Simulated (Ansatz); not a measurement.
Potential energy curve for NaF, singlet.

Levels: RHF/cc-pVDZ (Ansatz, a program for electronic structure); RMP2 = MP2 on RHF/cc-pVDZ, frozen core run with Ansatz; RCCSD(T) = CCSD(T) on RHF/cc-pVDZ, frozen core in Ansatz; UHF/cc-pVDZ (Ansatz); RKS-CAM-B3LYP = restricted CAM-B3LYP/cc-pVDZ run with Ansatz; UKS-CAM-B3LYP = unrestricted CAM-B3LYP/cc-pVDZ (Ansatz); RKS-B3LYP = restricted B3LYP/cc-pVDZ (Ansatz); UKS-B3LYP = unrestricted B3LYP/cc-pVDZ (Ansatz); RKS-PBE = Ansatz with restricted PBE/cc-pVDZ; UKS-PBE = unrestricted PBE/cc-pVDZ (Ansatz); FCI = full CI/cc-pVDZ, frozen core run with Ansatz.

All curves are set to zero at 1.92 Å and compared with full CI in the same basis at 1.92, 1.95, 2.02, 2.12, 2.23, 2.39, 2.60, 2.86, 3.19, 3.45, 3.91, 4.28, 4.77, 5.22, 5.70 Å.

Problem. Order the methods by the spread of their error (largest minus smallest) over these points.

Solution. UKS-CAM-B3LYP has the smallest spread and RCCSD(T) the largest. In order (mEh): UKS-CAM-B3LYP 9.66, RKS-B3LYP 16.27, UKS-B3LYP 20.63, RKS-PBE 20.96, UKS-PBE 27.03, RKS-CAM-B3LYP 30.58, RHF 36.81, RMP2 44.10, UHF 59.00, RCCSD(T) 62.48.

Errors against full CI at some of the points (mEh):

| method | 2.39 Å | 2.86 Å | 3.91 Å | 4.77 Å | 5.70 Å |
|---|---|---|---|---|---|
| UKS-CAM-B3LYP | 3.6 | 4.6 | -2.5 | -3.1 | 3.0 |
| RKS-B3LYP | 1.0 | -0.5 | -8.7 | -3.1 | 7.6 |
| UKS-B3LYP | 1.0 | -0.5 | -15.7 | -18.7 | -13.7 |
| RKS-PBE | -1.9 | -6.0 | -19.7 | -17.2 | -8.9 |
| UKS-PBE | -1.9 | -6.0 | -23.3 | -26.1 | -21.3 |
| RKS-CAM-B3LYP | 3.6 | 4.6 | 3.7 | 15.3 | 30.6 |
| RHF | 2.3 | 2.3 | 2.1 | 17.3 | 36.8 |
| RMP2 | 0.2 | 1.0 | 6.0 | 24.1 | 44.1 |
| UHF | 2.3 | 2.3 | -35.6 | -54.3 | -56.5 |
| RCCSD(T) | 0.1 | 0.1 | -2.0 | 27.2 | 46.4 |

The scan ran from 1.52 to 7.76 Å; beyond the distances shown full CI changes its symmetry label. The restricted form behind RHF, RMP2, RKS-CAM-B3LYP, RKS-B3LYP, RKS-PBE keeps the bonding electrons paired and can't separate into open-shell fragments. The T1 diagnostic of CCSD on the restricted reference of RMP2, RCCSD(T) exceeds 0.045 at 3.45 to 5.70 Å. The unrestricted determinant behind UHF is spin-contaminated at 3.45 to 5.70 Å (<S²> up to 1.0, against 0.00 for a pure singlet). The unrestricted determinant behind UKS-CAM-B3LYP is spin-contaminated at 3.45 to 5.70 Å (<S²> up to 0.7, against 0.00 for a pure singlet). The unrestricted determinant behind UKS-B3LYP, UKS-PBE is spin-contaminated at 3.19 to 5.70 Å (<S²> up to 0.6, against 0.00 for a pure singlet).
